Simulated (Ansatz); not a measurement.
A calculation with Ansatz (development build ahead of 0.2.0).

```yaml
crystal:
  periodic: [false, false, false]
  atoms:
    - { symbol: H, position_ang: [0.98998, -2.0e-05, -2.0e-05] }
    - { symbol: H, position_ang: [0.49497, 0.85737, 2.0e-05] }
    - { symbol: H, position_ang: [-0.49501, 0.85737, 3.0e-05] }
    - { symbol: H, position_ang: [-0.99002, 3.0e-05, -4.0e-05] }
    - { symbol: H, position_ang: [-0.49501, -0.85734, 1.0e-05] }
    - { symbol: H, position_ang: [0.49499, -0.85732, 4.0e-05] }
basis:
  gaussian: { orbitals: def2-SVP }
magnetization:
  spin_polarized: true
  initial_magnetization: 2
hamiltonian:
  xc: hf
output:
  forces: true
```

The input is written out in the form of the current development build from the run's settings.

Output:

| Quantity | Value |
| --- | --- |
| Converged | yes |
| Total energy | -2.97293 hartree |
| Spin squared of the determinant | 2.072 |
| Stability test | minimum |

Forces (eV/Å):
```csv
atom,Fx,Fy,Fz
H1,3.229,-6.557,0.000
H2,-4.060,6.075,0.001
H3,-0.286,0.490,0.000
H4,-3.229,6.557,0.000
H5,4.060,-6.075,0.001
H6,0.287,-0.490,0.000
```

Caution: the determinant breaks the point group.
